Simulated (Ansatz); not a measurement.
Total energies of `[Cu][S]c1ccc(C#Cc2ccc(C#Cc3ccccc3)cc2)cc1` from Ansatz at PBE-D4/def2-TZVP, gas phase (1 Eh = 27.2114 eV = 2625.5 kJ/mol). The reference geometry is relaxed at PBE-D4/def2-SVP.

| state | geometry | energy (Eh) |
| --- | --- | --- |
| charge 0 singlet | reference | -2883.67300 |
| charge 1 doublet | reference | -2883.44033 |
| charge 1 doublet | relaxed at PBE-D4/def2-SVP | -2883.44393 |
| charge -1 doublet | reference | -2883.74373 |
| charge -1 doublet | relaxed at PBE-D4/def2-SVP | -2883.74495 |
| free Cu atom (doublet) | – | -1640.24447 |
| free S atom (triplet) | – | -397.93833 |
| free C atom (triplet) | – | -37.79597 |
| free H atom (doublet) | – | -0.49962 |

Single mean-field runs in def2-TZVP are fitted with def2-universal-jkfit.

(1) Work out the vertical ionisation energy to the doublet.

(2) Work out the vertical electron affinity, to the doublet.

(3) Give the fundamental gap IE − EA, the Mulliken electronegativity (IE + EA)/2 and the hardness (IE − EA)/2.

(4) How much does the charge 1 doublet relax, and what is the adiabatic ionisation energy?

(5) How much does the charge -1 doublet relax, and what is the adiabatic electron affinity?

(6) What is the binding energy per atom against free atoms?

(1) E(charge 1 doublet) − E(charge 0 singlet) = -2883.44033 − (-2883.67300) = 0.23267 Eh = 6.33 eV. For comparison, −ε of the highest occupied level is 4.78 eV at this level, 1.55 eV less.

(2) E(charge 0 singlet) − E(charge -1 doublet) = -2883.67300 − (-2883.74373) = 0.07073 Eh = 1.92 eV. The basis lacks diffuse functions, which makes affinities too small.

(3) From the values in Eh: IE − EA = 0.23267 − 0.07073 = 0.16194 Eh = 4.41 eV; (IE + EA)/2 = 4.13 eV; (IE − EA)/2 = 2.20 eV. The HOMO–LUMO gap of the same run is 1.10 eV, 3.31 eV smaller than the fundamental gap.

(4) Relaxation: -2883.44033 − (-2883.44393) = 0.00360 Eh = 0.10 eV. Adiabatic ionisation energy: 0.22907 Eh = 6.23 eV, without zero-point energy. 

(5) Relaxation: -2883.74373 − (-2883.74495) = 0.00122 Eh = 0.03 eV. Adiabatic electron affinity: 0.07195 Eh = 1.96 eV, without zero-point energy. 

(6) Atoms: 1 × (-1640.24447) + 1 × (-397.93833) + 22 × (-37.79597) + 13 × (-0.49962) = -2876.18920 Eh. Binding: -2876.18920 − (-2883.67300) = 7.48380 Eh = 203.64 eV, or 5.50 eV for each of 37 atoms (no zero-point energy, no counterpoise term).

The restricted singlet is unstable towards broken spin symmetry in Hartree–Fock (as tested in another run); at PBE-D4/def2-TZVP this wasn't settled. At PBE-D4/def2-TZVP the gap within one spin of the charge -1 doublet nearly closes, so an electron or hole may be smeared out by delocalisation error.
